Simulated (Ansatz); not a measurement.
Calculated with Ansatz (gas phase, PBE0-D4/def2-TZVP geometries, no zero-point term in ΔE). CCSD(T)/CBS is the MP2 limit (def2-TZVPP, def2-QZVPP) plus CCSD(T) − MP2 in def2-TZVPP, frozen cores. DFT in def2-TZVPP. B3LYP here is the variant with VWN-RPA as its local correlation; programs differ in this. For Ga outer-core shells are correlated without core-valence functions, which leaves a few kJ/mol of doubt a bond. Scalar relativity is left out up to krypton. One conformer a species, not always the lowest.

Reaction (redistribution): `N[Si](N)(O)O[SiH3]` + `[CH3][GaH][SiH3]` → `N[Si](O)([SiH3])O[SiH3]` + `[CH3][GaH][NH2]`

`N[Si](N)(O)O[SiH3]`:

Z-matrix (Å, degrees):
```
Si
N 1 1.691
O 1 1.640 2 104.1
N 1 1.703 2 106.7 3 -126.9
O 1 1.645 2 118.0 3 115.8
H 2 1.004 1 122.5 3 168.4
H 2 1.005 1 121.8 3 -30.5
H 3 0.958 1 115.6 2 145.9
H 4 1.007 1 120.5 2 -160.1
H 4 1.007 1 120.2 2 53.4
Si 5 1.633 1 139.5 2 58.2
H 11 1.488 5 110.4 1 83.1
H 11 1.488 5 111.0 1 -37.5
H 11 1.485 5 108.5 1 -157.7
```

`[CH3][GaH][SiH3]`:

```xyz
10

C     0.947   -1.567    0.520
Ga   -0.468   -0.586   -0.440
Si   -0.657    1.818   -0.251
H     1.526   -0.934    1.193
H     1.631   -2.015   -0.207
H     0.511   -2.389    1.093
H    -1.464   -1.412   -1.343
H     0.611    2.471   -0.690
H    -1.767    2.407   -1.050
H    -0.870    2.207    1.174
```

`N[Si](O)([SiH3])O[SiH3]`:

Z-matrix (Å, degrees):
```
Si
O 1 1.641
Si 1 2.342 2 104.1
N 1 1.709 2 109.4 3 -125.6
O 1 1.636 2 113.2 3 119.4
H 2 0.961 1 116.2 3 168.7
H 3 1.490 1 109.7 2 174.8
H 3 1.488 1 112.5 2 54.4
H 3 1.489 1 110.1 2 -66.7
H 4 1.007 1 121.0 2 60.6
H 4 1.007 1 119.7 2 -152.1
Si 5 1.636 1 144.0 2 -72.1
H 12 1.485 5 110.2 1 87.0
H 12 1.488 5 110.4 1 -33.6
H 12 1.484 5 108.3 1 -153.3
```

`[CH3][GaH][NH2]`:

```xyz
9

C    -0.212    1.238   -0.811
Ga    0.603   -0.036    0.439
N    -0.235   -1.627    0.709
H     0.479    1.467   -1.627
H    -0.437    2.180   -0.305
H    -1.136    0.847   -1.241
H     1.928    0.175    1.247
H     0.103   -2.343    1.329
H    -1.093   -1.900    0.259
```

```json
{"level": "PBE-D4", "ΔE (kcal/mol)": "8.7", "difference from CCSD(T)/CBS": "-1.0"}
{"level": "r2SCAN-D4", "ΔE (kcal/mol)": "10.6", "difference from CCSD(T)/CBS": "0.9"}
{"level": "PBE0-D4", "ΔE (kcal/mol)": "10.6", "difference from CCSD(T)/CBS": "0.9"}
{"level": "B3LYP-D4", "ΔE (kcal/mol)": "10.3", "difference from CCSD(T)/CBS": "0.6"}
{"level": "ωB97X-V", "ΔE (kcal/mol)": "10.1", "difference from CCSD(T)/CBS": "0.4"}
{"level": "ωB97M-V", "ΔE (kcal/mol)": "11.9", "difference from CCSD(T)/CBS": "2.2"}
{"level": "B2PLYP", "ΔE (kcal/mol)": "10.3", "difference from CCSD(T)/CBS": "0.6"}
{"level": "PBE", "ΔE (kcal/mol)": "8.9", "difference from CCSD(T)/CBS": "-0.8"}
{"level": "r2SCAN", "ΔE (kcal/mol)": "10.6", "difference from CCSD(T)/CBS": "0.9"}
{"level": "PBE0", "ΔE (kcal/mol)": "10.9", "difference from CCSD(T)/CBS": "1.2"}
{"level": "B3LYP", "ΔE (kcal/mol)": "10.6", "difference from CCSD(T)/CBS": "0.9"}
{"level": "HF/def2-TZVPP", "ΔE (kcal/mol)": "13.7", "difference from CCSD(T)/CBS": "4.0"}
{"level": "MP2/def2-TZVPP", "ΔE (kcal/mol)": "10.1", "difference from CCSD(T)/CBS": "0.4"}
{"level": "SCS-MP2/def2-TZVPP", "ΔE (kcal/mol)": "10.1", "difference from CCSD(T)/CBS": "0.4"}
{"level": "CCSD/def2-TZVPP", "ΔE (kcal/mol)": "11.1", "difference from CCSD(T)/CBS": "1.4"}
{"level": "CCSD(T)/def2-TZVPP", "ΔE (kcal/mol)": "10.3", "difference from CCSD(T)/CBS": "0.6"}
{"level": "HF/def2-QZVPP", "ΔE (kcal/mol)": "13.5", "difference from CCSD(T)/CBS": "3.8"}
{"level": "MP2/def2-QZVPP", "ΔE (kcal/mol)": "9.7", "difference from CCSD(T)/CBS": "0.0"}
{"level": "SCS-MP2/def2-QZVPP", "ΔE (kcal/mol)": "9.7", "difference from CCSD(T)/CBS": "0.0"}
{"level": "HF/CBS(def2)", "ΔE (kcal/mol)": "13.5", "difference from CCSD(T)/CBS": "3.8"}
{"level": "MP2/CBS(def2)", "ΔE (kcal/mol)": "9.4", "difference from CCSD(T)/CBS": "-0.3"}
{"level": "CCSD/CBS(def2)", "ΔE (kcal/mol)": "10.5", "difference from CCSD(T)/CBS": "0.8"}
{"level": "CCSD(T)/CBS", "ΔE (kcal/mol)": "9.7", "difference from CCSD(T)/CBS": "0"}
```

Largest T1 diagnostic among the species: 0.013.

From PBE to PBE0 (25 % exact exchange), in def2-TZVPP and without D4, ΔE moves by +1.9 kcal/mol. In def2-TZVPP, CCSD(T) changes the Hartree–Fock value by −3.3 kcal/mol (the triples alone add −0.7 kcal/mol) and MP2 by −3.6 kcal/mol.
